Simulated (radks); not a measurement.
Values are calculated unless marked as measured or tabulated.
S, 16 electrons, occupied as [Ne] 3s2 3p4. Level of theory: Dirac Kohn-Sham, LDA (Slater exchange, Perdew-Wang correlation), spin-unpolarised, spherical densities, point nucleus; open shells are shared between the two j in proportion to 2j + 1 (a radial shooting solver on a logarithmic mesh with Libxc functionals).

Normalised radial functions P(r) = r R(r) (large component), r in bohr:

r,1s1/2
0.005591,0.6447
0.008611,0.9435
0.01326,1.3454
0.02027,1.8336
0.03122,2.3669
0.04809,2.7854
0.07408,2.8477
0.1141,2.3524
0.1758,1.4081
0.2707,0.5188
0.4137,0.0960
0.6372,0.0058
0.9815,0.0001
1.512,0.0000
2.329,0.0000
3.587,0.0000
5.525,0.0000
8.443,0.0000
13,0.0000
20.03,0.0000

1s1/2: eigenvalue -2397.0 eV, 0 radial nodes, <r> = 0.0971 bohr, 90 % of the charge inside 0.174 bohr.
